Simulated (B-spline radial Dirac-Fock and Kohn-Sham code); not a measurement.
## What relativity does to the binding energies of Dy

System: the free dysprosium atom, [Xe] 4f10 6s2.

Both columns are ΔSCF binding energies of the configuration average from a radial finite-basis atomic code: non-relativistic Hartree-Fock with a point nucleus, and Dirac-Fock with a finite nucleus and the Coulomb interaction alone, averaged over the two j levels with weights 2j+1.

| shell | Hartree-Fock (eV) | Dirac-Fock (eV) | shift (eV) | shift (%) |
| --- | --- | --- | --- | --- |
| 1s | 50607.7 | 54026.5 | +3418.84 | +6.76 |
| 2s | 8196.3 | 9082.8 | +886.51 | +10.82 |
| 2p | 7791.5 | 8077.0 | +285.55 | +3.66 |
| 3s | 1845.6 | 2057.2 | +211.56 | +11.46 |
| 3p | 1663.4 | 1739.8 | +76.37 | +4.59 |
| 3d | 1327.4 | 1313.6 | -13.80 | -1.04 |
| 4s | 375.0 | 424.9 | +49.87 | +13.30 |
| 4p | 301.5 | 318.1 | +16.61 | +5.51 |
| 4d | 169.6 | 166.1 | -3.50 | -2.07 |
| 4f | 10.72 | 5.59 | -5.13 | -47.87 |
| 5s | 50.66 | 57.24 | +6.58 | +12.99 |
| 5p | 28.76 | 29.63 | +0.87 | +3.04 |
| 6s | 4.62 | 4.92 | +0.30 | +6.40 |

Relativity binds 1s, 2s, 2p, 3s, 3p, 4s, 4p, 5s, 5p, 6s more strongly, among those listed most of all 4s in relative terms, and 3d, 4d, 4f more weakly, because the contracted s and p shells screen the nucleus better.

Values without a named source are computed, but for edge energies of neutral atoms, which are taken from tables.
